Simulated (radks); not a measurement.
Spin polarisation of the 3p3 shell in the argon ion Ar3+. Start: [Ne] 3s2 3p(up 1.5, down 1.5); electrons of 3p are moved from spin down to spin up, other shells keep equal spins. Calculated with a radial shooting solver on a logarithmic mesh with Libxc functionals: scalar-relativistic Kohn-Sham, PBE, spin-polarised, spherical densities, point nucleus.

| moment (Bohr magnetons) | E - E(0) (eV) | e(3p up) (eV) | e(3p down) (eV) | 3s down minus up (eV) | 2p down minus up (eV) | 2s down minus up (eV) |
|---|---|---|---|---|---|---|
| 0 | 0.000 | -49.939 | -49.939 | 0.000 | 0.000 | 0.000 |
| 0.75 | -0.203 | -50.446 | -49.363 | 1.133 | 0.243 | 0.170 |
| 1.5 | -0.815 | -50.892 | -48.704 | 2.288 | 0.487 | 0.341 |
| 2.25 | -1.849 | -51.282 | -47.948 | 3.483 | 0.733 | 0.515 |
| 3 | -3.323 | -51.615 | -47.076 | 4.732 | 0.982 | 0.694 |

At moment 3 the spin-polarisation energy is -3.323 eV and the 3p exchange splitting 4.539 eV, that is 1.513 eV per Bohr magneton; E = -I m^2/4 would give I = 1.477 eV.
